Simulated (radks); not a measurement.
Values are calculated unless marked as measured or tabulated.
Numerical settings for the caesium ion Cs27+, [Ar] 3d10. Code: a radial shooting solver on a logarithmic mesh with Libxc functionals. Model: Dirac Kohn-Sham, PBEsol, spin-unpolarised, spherical densities, finite nucleus; Fermi nuclear charge, rms radius 4.8041 fm. The defaults (mesh step 0.008 in ln r, mesh end at 40 bohr or more with all orbitals vanishing there, Anderson mixing 0.5 over 9 steps, residual threshold near 1e-9 with the energy settled to 1e-9 hartree or 1e-11 of itself, here a cap of 51 iterations) give E = -7423.3683 hartree and 3d5/2 at -1551.2 eV in 14 iterations. Run on one thread of a shared host, so times are rough (Arm Neoverse V1): 0.08 s of CPU time, 0.08 s wall, 14 iterations on 2189 mesh points. Changes against that run (0 stands for a change within the tolerance of the run):

setting                     iterations  converged  E (mhartree)  e(3d5/2) (meV)  CPU (s)
mesh step in ln r 0.02              14        yes             0               0     0.04
mesh step in ln r 0.012             14        yes             0               0     0.06
mesh step in ln r 0.08               2         no      diverged               -     0.01
mesh end (bohr) 5                   14        yes             0               0     0.08
mesh end (bohr) 12                  14        yes             0               0     0.08
residual threshold 0.01              8        yes             0           +5.43     0.06
residual threshold 0.001             8        yes             0           +5.43     0.06
mixing 0.2                          15        yes             0               0     0.08
linear mixing, mixing 0.05          51         no          +112       -4.56e+04     0.25
linear mixing, mixing 1             22        yes             0               0      0.1
mixing history 3                    15        yes             0               0     0.08
iteration cap 5                      5         no       +0.0356            -606     0.03

No run marked as converged misses the energy by more than 1 mhartree. A mesh that ends early acts as a hard wall.
